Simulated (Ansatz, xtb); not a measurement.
Two structures of HNaOSSi

We compare I, a singlet given by its coordinates, with II, a singlet given by its coordinates. Both are isolated molecules in the gas phase, relaxed with B3LYP-D3(BJ)/def2-SVP.

I (Å):

```yaml
atoms:
  - { symbol: Na, position_ang: [-2.1356, 0.3095, 1.6330] }
  - { symbol: O, position_ang: [-2.1765, 0.7704, -0.4873] }
  - { symbol: S, position_ang: [-0.3778, -1.5765, 0.5389] }
  - { symbol: Si, position_ang: [-1.1585, -0.3695, -0.8766] }
  - { symbol: H, position_ang: [-0.7939, -0.5265, -2.3095] }
```

Close contacts (Å): Na1–O2 2.17, Na1–S3 2.80, Na1–Si4 2.78, O2–Si4 1.58, S3–Si4 2.02, Si4–H5 1.49.

II (Å):

```xyz
5

Na   -3.9685   -0.2080    0.4679
O    -1.8129   -0.4945    0.4879
S    -3.2196    0.7475   -1.8203
Si   -1.3622    0.1829   -1.1111
H    -1.0376   -0.8156    0.9693
```

Close contacts (Å): Na1–O2 2.17, Na1–S3 2.59, Na1–Si4 3.07, O2–Si4 1.79, S3–Si4 2.07, O2–H5 0.97.

Problem. Which of the two would you expect CCSD(T)/def2-TZVPP electronic energies to favour?

Solution. Structure I; the calculation gives E(II) − E(I) = +7.9 kcal/mol.

The same difference at several levels:

```
                level               geometry  E(II) − E(I) (kcal/mol)  departure from the last row (kcal/mol)  job, with rough time for the two
             GFN2-xTB               GFN2-xTB                     +24.1                                   +16.2              optimisation, 0.34 s
            HF/STO-3G               GFN2-xTB                     −23.9                                   −31.8               single point, 1.2 s
   r2SCAN-D4/def2-SVP               GFN2-xTB                      +5.9                                    −2.1               single point, 7.5 s
B3LYP-D3(BJ)/def2-SVP  B3LYP-D3(BJ)/def2-SVP                      +1.8                                    −6.2                optimisation, 57 s
        HF/def2-TZVPP  B3LYP-D3(BJ)/def2-SVP                      +9.0                                    +1.1           part of the CCSD(T) run
       MP2/def2-TZVPP  B3LYP-D3(BJ)/def2-SVP                     +11.1                                    +3.2           part of the CCSD(T) run
   CCSD(T)/def2-TZVPP  B3LYP-D3(BJ)/def2-SVP                      +7.9                                                       single point, 3 min
```

HF/STO-3G puts the two in the other order. The largest departure from CCSD(T)/def2-TZVPP is that of HF/STO-3G, 31.8 kcal/mol.

With harmonic frequencies from B3LYP-D3(BJ)/def2-SVP (ideal gas, rigid rotor, one conformer each, 298.15 K, 1 atm): the zero-point term adds +1.4 kcal/mol; ΔH is +9.5 and ΔG +9.2 kcal/mol.

The correlated steps freeze 12 core orbitals; the last core shell of Na is correlated, in a basis made for valence electrons. Programs: Ansatz 0.2.0, xtb 6.7.1; the last row on 1 thread of Intel(R) Xeon(R) Processor @ 2.50GHz (Skylake/Cascade Lake) on a shared host.
